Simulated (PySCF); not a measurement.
CH4O, charge +1, doublet, at a GFN2-xTB geometry (a state made from the parent by changing its charge; the spin is typed, not shown lowest). Base run: BLYP/cc-pVDZ (PySCF).

Here is a job for PySCF.
```python
from pyscf import gto, scf, dft

mol = gto.M(
    atom='''
C    -0.082037    0.604932    0.114824
O     0.060677   -0.683665   -0.174940
H    -1.181986    0.862145    0.113912
H     0.624829   -1.229700    0.412463
H     0.439107    0.991989    0.997121
H     0.124851    1.215294   -0.812918
''',
    basis='cc-pvdz',
    charge=1,
    spin=1,
    verbose=4,
)

mf = dft.UKS(mol)
mf.xc = 'blyp'
mf.kernel()
mf.analyze()
```

Variants of this job, named by their change:

```json
[
 {"change": "base", "E (Eh)": "-115.30390", "HOMO (eV)": "-15.65", "<S^2>": "0.752"},
 {"change": "functional = pbe", "E (Eh)": "-115.20484", "HOMO (eV)": "-15.74", "<S^2>": "0.752"},
 {"change": "functional = hse06", "E (Eh)": "-115.21919", "HOMO (eV)": "-17.12", "<S^2>": "0.755"},
 {"change": "functional = pw6b95", "E (Eh)": "-115.46837", "HOMO (eV)": "-17.62", "<S^2>": "0.754"},
 {"change": "functional = pbe0", "E (Eh)": "-115.20961", "HOMO (eV)": "-17.53", "<S^2>": "0.755"},
 {"change": "functional = b97-1", "E (Eh)": "-115.30455", "HOMO (eV)": "-17.16", "<S^2>": "0.754"},
 {"change": "functional = b3lyp5", "E (Eh)": "-115.27750", "HOMO (eV)": "-17.14", "<S^2>": "0.754"},
 {"change": "functional = b3lyp", "E (Eh)": "-115.34023", "HOMO (eV)": "-17.23", "<S^2>": "0.754"},
 {"change": "functional = hf", "E (Eh)": "-114.69118", "HOMO (eV)": "-21.42", "<S^2>": "0.767"},
 {"change": "functional = wb97x", "E (Eh)": "-115.30474", "HOMO (eV)": "-19.99", "<S^2>": "0.755"},
 {"change": "functional = r2scan", "E (Eh)": "-115.27760", "HOMO (eV)": "-16.29", "<S^2>": "0.755"},
 {"change": "functional = scan", "E (Eh)": "-115.29508", "HOMO (eV)": "-16.33", "<S^2>": "0.756"},
 {"change": "functional = m06l", "E (Eh)": "-115.32697", "HOMO (eV)": "-16.16", "<S^2>": "0.754"}
]
```

Total energies compare only within one method and basis.

Open shells are given as the SCF converged; they aren't shown to be the lowest states, and a large step between rows can be another state.
